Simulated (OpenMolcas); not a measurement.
Ru4+: effect of the metal basis

Ru4+ with its 6 nearest fluoride ions at 1.886 Å, on the Ge site of Cs2GeF6 (a = 9.021 Å, distance in the model lattice 1.804 Å). The rest of the host is ab initio model potentials to 7.6 Å and point charges beyond; the distance is set by hand and nothing relaxes.

| Quantity | Value |
| --- | --- |
| Program | OpenMolcas 26.06 |
| Method | CASSCF |
| Spin-orbit coupling | RASSI with atomic mean-field integrals over the reference wave functions |

Fixed: ligand basis ANO-RCC-VDZP, active space 4 electrons in 5 orbitals (4d), DKH2 Hamiltonian.

States (labels of O, the rotations of Oh). Energies in cm-1 above the lowest state or level, χT in cm3 K/mol; under a threefold ground state the first gap can be a small split of the lowest multiplet, not the spin-orbit step; 10Dq and B are least-squares fits to the states below 45000 cm-1, weighted by degeneracy, with a free offset, and given where the rms deviation is under 5 % of |10Dq| (or 100 cm-1) and under 700 cm-1.

```
Run   Metal basis  Ground state  First state of that spin   10Dq  B (rms of fit)  First gap with spin-orbit (degeneracies)  χT at 300 K  First state of another spin                     Cost
  A  ANO-RCC-VDZP           3T1                  3E 29574  32408       713 (262)                              752.6 (1, 3)        1.048                     1T2 9185  roughly 40 core-seconds
  B  ANO-RCC-VTZP           3T1                  3E 28925  31837       734 (228)                              747.8 (1, 3)        1.057                     1T2 9297  roughly 50 core-seconds
```

Against A, |10Dq| changes by -1.8 % in B.

Costs are those of the RASSCF and RASSI steps.

An orbital triplet at a regular site is open to Jahn-Teller coupling, which can distort the site and quench the lowest spin-orbit gaps and is left out. Without dynamic correlation the repulsion within the d shell is too large (B by tens of per cent), so at a given field states of lower spin stand too high. This shell can be high or low spin here, a state of another spin lies low, and with metal d orbitals alone active their balance is uncertain, so the ground spin may be wrong, although the usual error favours high spin. With metal d orbitals alone the field can be off either way by tens of per cent. Ligand-to-metal charge-transfer states are missing. With no ligand orbital active B as a rule stays too high, so bands that hang on it stand too high and its fall with covalency is understated. The least metal-like active orbital is 73 % on the metal (Löwdin) and no ligand orbital is active, so the numbers are rough (holds for A). The least metal-like active orbital is 74 % on the metal (Löwdin) and no ligand orbital is active, so the numbers are rough (holds for B). No measured value stands beside these numbers; the geometry was set by hand and not optimised.
